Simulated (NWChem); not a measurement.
C2H4GeN2; SMILES [GeH2]1[N]=CN=[CH]1

```xyz
9

C      1.2973     0.6528     0.0000
N      0.6380     1.7457     0.0000
C     -0.7926     1.5291     0.0000
N     -1.3573     0.3918     0.0000
Ge     0.0299    -0.8671     0.0000
H      2.3949     0.6872     0.0000
H     -1.3737     2.4642     0.0000
H      0.0151    -1.7290     1.2685
H      0.0151    -1.7290    -1.2685
```
Atoms are numbered in this order, from 1.

All runs: NWChem. Medium grid unless said otherwise, to which SCAN and Minnesota functionals are sensitive. Coordinates come from a PBE0/def2-SVP optimisation.

**Question.** Order these by “dipole (D)”, lowest first: MN15-L/def2-SVP; LDA (Slater exchange, PW92)/def2-SVP; M05-2X/def2-SVP; TPSS/def2-SVP.

**Answer.** TPSS/def2-SVP (2.06), LDA (Slater exchange, PW92)/def2-SVP (2.12), MN15-L/def2-SVP (2.23), M05-2X/def2-SVP (2.35)
